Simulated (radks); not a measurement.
Values are calculated unless marked as measured or tabulated.
Question: Coherent X-ray form factor from a spherical all-electron density. Code: a radial shooting solver on a logarithmic mesh with Libxc functionals. Model: scalar-relativistic Kohn-Sham, PBE, spin-polarised, spherical densities, finite nucleus; Fermi nuclear charge, rms radius of each element as measured or else 0.836 A^(1/3) + 0.57 fm.

sin(theta)/lambda (1/angstrom)  f0 (electrons)
0.05                                    33.906
0.1                                     33.626
0.15                                    33.170
0.2                                     32.554
0.25                                    31.798
0.3                                     30.924
0.4                                     28.926
0.5                                     26.760
0.6                                     24.595
0.8                                     20.683
1                                       17.519
1.25                                    14.374
1.5                                     11.800
2                                        8.073

The species is in the configuration that NIST lists as its ground one. Which atom or ion scatters so?

Answer: The iodine ion I19+, [Ar] 3d10 4s2 4p4. Extrapolating in s^2 from the first two rows gives f0(0) = 34.0, near the electron count 34; among species with that count, the fall with angle is slower the higher Z, and the table is that of Z = 53; from so few rows the species is fixed only to a neighbour or two.
